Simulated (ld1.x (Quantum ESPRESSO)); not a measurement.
**Reading a pseudo-wave (La)**

Columns: radius, all-electron u(r) and pseudo u(r) of the 5p shell (level -22.43 eV) of lanthanum in the configuration [Kr] 4d10 5s2 4f0 5p6 5d1 6s2 6p0; LDA (PZ), non-relativistic, TM semilocal scheme, ld1.x (Quantum ESPRESSO) 7.5.

| r (bohr) | all-electron | pseudo |
| --- | --- | --- |
| 0.148 | -0.1714 | -0.0177 |
| 0.295 | -0.1325 | -0.0686 |
| 0.443 | 0.3375 | -0.1491 |
| 0.590 | 0.4423 | -0.2509 |
| 0.738 | 0.2289 | -0.3665 |
| 0.885 | -0.0939 | -0.4842 |
| 1.033 | -0.3981 | -0.5955 |
| 1.180 | -0.6264 | -0.6896 |
| 1.328 | -0.7730 | -0.7608 |
| 1.475 | -0.8461 | -0.8038 |
| 1.623 | -0.8636 | -0.8181 |
| 1.770 | -0.8415 | -0.8054 |
| 1.918 | -0.7934 | -0.7699 |
| 2.065 | -0.7308 | -0.7179 |
| 2.213 | -0.6609 | -0.6550 |
| 2.360 | -0.5898 | -0.5877 |
| 2.508 | -0.5202 | -0.5197 |
| 2.655 | -0.4554 | -0.4553 |
| 2.802 | -0.3958 | -0.3958 |
| 2.950 | -0.3418 | -0.3418 |
| 3.098 | -0.2938 | -0.2938 |
| 3.245 | -0.2519 | -0.2519 |
| 3.393 | -0.2149 | -0.2149 |
| 3.540 | -0.1832 | -0.1832 |
| 3.688 | -0.1555 | -0.1555 |
| 3.835 | -0.1319 | -0.1319 |

(1) How many radial nodes do the two functions have?

(2) At about which radius was the pseudo-wave matched?

(3) Where does each function peak?

(4) Is the pseudo-wave norm-conserving?

## Answers

(1) The all-electron 5p function has n − l − 1 = 3 (the table is too coarse to show those close to the nucleus); the pseudo-wave has 0, since the states of the same l below it are removed with the core.

(2) 2.95 bohr. The columns agree to 0.0005 from 2.51 bohr on; several derivatives are matched, so the curves merge somewhat inside the radius.

(3) Outermost all-electron maximum near 1.62 bohr, pseudo maximum near 1.62 bohr (to the table’s step).

(4) Yes: the TM semilocal scheme keeps the norm inside the radius equal to the all-electron one, which fixes the energy derivative of the logarithmic derivative at the level.
